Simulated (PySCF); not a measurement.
Species: C₄H₁₄N₂Si.
Atom-mapped SMILES: `[CH3:1][C:2]([CH3:3])([CH3:4])[NH:5][SiH2:6][NH2:7]` (hydrogens: H8, H9, H10 on C1; H11, H12, H13 on C3; H14, H15, H16 on C4; H17 on N5; H18, H19 on Si6; H20, H21 on N7)

Torsions of this conformer, `[CH3:1][C:2]([CH3:3])([CH3:4])[NH:5][SiH2:6][NH2:7]`: C1–C2–N5–Si6 -85°, C2–N5–Si6–N7 -173°, H–N7–Si6–N5 66°, H–N7–Si6–N5 -150°.

The closed-shell ground state was solved at several levels (PySCF, density fitting, gas phase, non-relativistic). Geometry: PBE0-D3(BJ)/def2-SVP, one conformer, isolated molecule.

```csv
level,basis functions,total energy (Eh),HOMO (eV),LUMO (eV),gap (eV),dipole (D)
HF/pcSseg-1,196,-557.4452,-9.88,4.12,14.00,0.59
CAM-B3LYP/def2-SVPD,256,-559.4948,-8.01,1.18,9.19,0.59
```

Estimate the row for PBE0/pcSseg-1, a basis of 196 functions; the other rows only guide the guess.

Total energy -559.4104 Eh, HOMO -6.55 eV, LUMO 1.05 eV, gap 7.60 eV, dipole 0.73 D.

Over all these levels, which gives the widest orbital gap and which the narrowest?

HF/pcSseg-1 (Hartree–Fock, all exact exchange) has the widest, 14.00 eV, and PBE0/pcSseg-1 (global hybrid, 25 % exact exchange) the narrowest, 7.60 eV. The two share the basis. From the narrowest to the widest the HOMO moves by -3.33 eV and the LUMO by +3.07 eV. The HOMO need not be the same orbital at Hartree–Fock and at DFT levels.

How far do the dipole and the HOMO energy spread over the levels?

The dipole runs from 0.59 to 0.73 D (mean 0.64 D) and the HOMO from -9.88 to -6.55 eV.
